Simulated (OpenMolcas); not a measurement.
## SiNH4O2 (SMILES N[Si](O)O): the vertical ionisation energy, rung by rung

SiNH4O2 has 8 atoms, charge 0, and is taken as a doublet. SMILES: `N[Si](O)O`. The shape is that of a PBE0-D4/def2-TZVP optimisation. This is one conformer, not always the lowest.

Each level gives the vertical ionisation energy (to the singlet cation) (eV). The values are calculated.

```json
{"level": "UHF/cc-pVDZ", "kind": "Hartree–Fock", "program": "OpenMolcas", "value (eV)": "7.46", "less CCSD(T)/cc-pVDZ": "+0.45", "CPU time (all runs)": "19 s"}
{"level": "USVWN5/cc-pVDZ", "kind": "LDA", "program": "OpenMolcas", "value (eV)": "7.06", "less CCSD(T)/cc-pVDZ": "+0.05", "CPU time (all runs)": "52 s"}
{"level": "U-revPBE/cc-pVDZ", "kind": "GGA", "program": "OpenMolcas", "value (eV)": "6.99", "less CCSD(T)/cc-pVDZ": "-0.02", "CPU time (all runs)": "90 s"}
{"level": "UBLYP/cc-pVDZ", "kind": "GGA", "program": "OpenMolcas", "value (eV)": "6.85", "less CCSD(T)/cc-pVDZ": "-0.16", "CPU time (all runs)": "81 s"}
{"level": "UTPSS/cc-pVDZ", "kind": "meta-GGA", "program": "OpenMolcas", "value (eV)": "7.10", "less CCSD(T)/cc-pVDZ": "+0.09", "CPU time (all runs)": "1.9 min"}
{"level": "UBHLYP/cc-pVDZ", "kind": "global hybrid", "program": "OpenMolcas", "value (eV)": "7.50", "less CCSD(T)/cc-pVDZ": "+0.49", "CPU time (all runs)": "72 s"}
{"level": "UM06-2X/cc-pVDZ", "kind": "hybrid meta-GGA", "program": "OpenMolcas", "value (eV)": "7.42", "less CCSD(T)/cc-pVDZ": "+0.41", "CPU time (all runs)": "88 s"}
{"level": "ROCCSD(T)/cc-pVDZ", "kind": "coupled cluster or CI", "program": "OpenMolcas", "value (eV)": "7.01", "less CCSD(T)/cc-pVDZ": "0.00", "CPU time (all runs)": "1.7 min"}
```

ROCCSD(T)/cc-pVDZ is the highest level here, not the true value. The values span 6.85 to 7.50 eV. Times are those of the runs behind each value, whatever else they computed, on shared processors of several kinds: orders of magnitude only.
